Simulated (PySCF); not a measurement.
Ag⁺: excitation energy

Ag⁺ [Kr] 4d10 (1S) → Ag⁺ [Kr] 4d9 5p1 (high-spin determinant), as a difference of total energies. Computed with PySCF 2.14 in aug-cc-pwCVDZ-PP with ECP28MDF, with scalar relativity through the core potential. Correlated levels: valence and next inner shell: nothing frozen outside the core potential. The calculations carry no spin-orbit coupling.

| method | excitation energy (eV) |
| --- | --- |
| UHF | 9.171 |
| MP2 (valence and next inner shell) | 10.406 |
| SCS-MP2 (valence and next inner shell) | 10.303 |
| CCSD (valence and next inner shell) | 9.991 |
| CCSD(T) (valence and next inner shell) | 10.038 |

How much does correlation contribute at CCSD(T) (valence and next inner shell)?

10.038 − (9.171) = 0.867 eV, measured against UHF.

The determinant of the upper state mixes LS terms, which raises its energy above the lowest term, most at the Hartree-Fock and MP2 levels.
